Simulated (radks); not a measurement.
The chlorine ion Cl3+, 14 electrons, occupied as [Ne] 3s2 3p1.75 4f0.25 (fractional occupations, a model configuration). Method: scalar-relativistic Kohn-Sham, PBE, spin-polarised, spherical densities, finite nucleus; open shells are filled with parallel spins first; Fermi nuclear charge, rms radius 3.3654 fm; computed with a radial shooting solver on a logarithmic mesh with Libxc functionals.

Unscreened Slater integrals over Kohn-Sham orbitals (cm^-1). They are taken over the spin-up orbitals. Empty in this configuration: 3d.

\begin{tabular}{lr}
integral & value \\ \hline
F0(4f,4f) & 43236 \\
F2(4f,4f) & 23310 \\
F4(4f,4f) & 15331 \\
F6(4f,4f) & 11259 \\
F0(4f,3p) & 54600 \\
F2(4f,3p) & 12036 \\
G2(4f,3p) & 5145.2 \\
G4(4f,3p) & 3364.3 \\
F0(4f,3s) & 54752 \\
G3(4f,3s) & 3079.7 \\
F0(4f,2p) & 55079 \\
F2(4f,2p) & 1191.5 \\
G2(4f,2p) & 35.687 \\
G4(4f,2p) & 22.805 \\
F0(4f,3d) & 54072 \\
F2(4f,3d) & 14667 \\
F4(4f,3d) & 7228.5 \\
G1(4f,3d) & 11345 \\
G3(4f,3d) & 6667.7 \\
G5(4f,3d) & 4611.3 \\
F0(3p,3p) & 132270 \\
F2(3p,3p) & 67772 \\
F0(3p,3s) & 137180 \\
G1(3p,3s) & 92130 \\
F0(3p,2p) & 178390 \\
F2(3p,2p) & 33554 \\
G0(3p,2p) & 13742 \\
G2(3p,2p) & 13871 \\
F0(3p,3d) & 121440 \\
F2(3p,3d) & 60284 \\
G1(3p,3d) & 75468 \\
G3(3p,3d) & 46271 \\
F0(3s,3s) & 142760 \\
F0(3s,2p) & 188540 \\
G1(3s,2p) & 15256 \\
F0(3s,3d) & 125450 \\
G2(3s,3d) & 57970 \\
F0(2p,2p) & 496450 \\
F2(2p,2p) & 230460 \\
F0(2p,3d) & 151440 \\
F2(2p,3d) & 23911 \\
G1(2p,3d) & 15096 \\
G3(2p,3d) & 8489.5 \\
F0(3d,3d) & 113090 \\
F2(3d,3d) & 55965 \\
F4(3d,3d) & 35652 \\
\end{tabular}

Derived for the open shells (J is the average intra-shell exchange parameter used in DFT+U). 3p: J = F2/5 = 13550 cm^-1. 4f: F4/F2 = 0.658, F6/F2 = 0.483, J = (286 F2 + 195 F4 + 250 F6)/6435 = 1938 cm^-1.
